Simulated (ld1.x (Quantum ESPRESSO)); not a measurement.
# platinum (Pt) TM: all-electron and pseudo phase curves

Pt (Z = 78), norm-conserving Troullier–Martins (Kleinman–Bylander form), made with ld1.x (Quantum ESPRESSO) 7.5 (PBEsol, scalar-relativistic). Core [Xe] 4f14, reference 5d9 6s1 6p0. Waves: 6s (bound): rc 2.25 bohr; 5d (bound): rc 2.05 bohr; 6p (bound, empty): rc 3.00 bohr. Local part: the p channel. Core correction: none.

The phase is arctan(r·u′/u) with u = r·R(r), unwrapped; energies in Ry, scanned from -2 to 5 Ry. A pole is an energy at which the radial function vanishes at the test radius. The pseudo phase is shifted by a multiple of π to meet the all-electron one at the reference energy, and phase errors are pseudo minus all-electron; the curves can meet again beyond the range given. Levels narrower than the energy grid can be missing from the lists of poles.

Question: For each channel, where are the poles, and over which energies does the pseudopotential scatter like the atom?

Answer:

```json
{"channel": "s", "radius (bohr)": "3.24", "reference energy (Ry)": "-0.42", "poles, all-electron": "0.38", "poles, pseudo": "0.36, 3.47", "unbroken range about the reference energy with phases within 0.05 rad": "below 1.4", "phase error 1 Ry above the reference energy (rad)": "-0.007"}
{"channel": "p", "radius (bohr)": "3.24", "reference energy (Ry)": "-0.06", "poles, all-electron": "1.51", "poles, pseudo": "1.43", "unbroken range about the reference energy with phases within 0.05 rad": "below 2.4", "phase error 1 Ry above the reference energy (rad)": "-0.009"}
{"channel": "d", "radius (bohr)": "3.24", "reference energy (Ry)": "-0.45", "poles, all-electron": "-0.32, 3.51", "poles, pseudo": "-0.32, 4.46", "unbroken range about the reference energy with phases within 0.05 rad": "below 0.6", "phase error 1 Ry above the reference energy (rad)": "+0.044"}
```

Phases in the s channel:

```tsv
E (Ry)	all-electron	pseudo
-2.00	1.298	1.298
-1.52	1.221	1.220
-1.04	1.014	1.012
-0.56	-0.252	-0.253
-0.08	-1.374	-1.375
0.40	-1.577	-1.581
0.88	-1.676	-1.688
1.36	-1.765	-1.803
1.84	-1.895	-2.069
2.32	-2.213	-3.670
2.80	-3.400	-4.497
3.28	-4.263	-4.669
3.76	-4.488	-4.770
4.24	-4.584	-4.888
4.72	-4.639	-5.185
```
